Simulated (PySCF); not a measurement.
Ligands exchanged one at a time, In CH3-OH. Gas-phase values, no solvent. One relaxed conformer stands for each flexible species; it need not be the lowest. Strings in code marks are SMILES.

Quantity: redistribution energy (mixed species minus the weighted end members), in kcal/mol.

Case: 2 of 3 CH3 replaced by OH: `[CH3][In]([OH])[OH]` (O–In–O–H torsion 180°, O–In–O–H torsion -180°). The other species in the difference include `[CH3][In]([CH3])[CH3]` (neutral, multiplicity 1). Geometry of `[CH3][In]([OH])[OH]` (neutral, multiplicity 1, Å):

```xyz
9

C      1.5066    -0.0684     0.0366
In    -0.6508     0.0330    -0.0131
O     -1.7794     1.6806    -0.0766
O     -1.9254    -1.5060    -0.0100
H      1.9129     0.8847     0.3675
H      1.8692    -0.2908    -0.9657
H      1.8166    -0.8600     0.7157
H     -1.2634     2.4931    -0.0819
H     -1.4859    -2.3618     0.0196
```

Q: Give the redistribution energy (mixed species minus the weighted end members) at the level B3LYP-D3(BJ)/def2-TZVP (PySCF).

A: -3.42 kcal/mol.
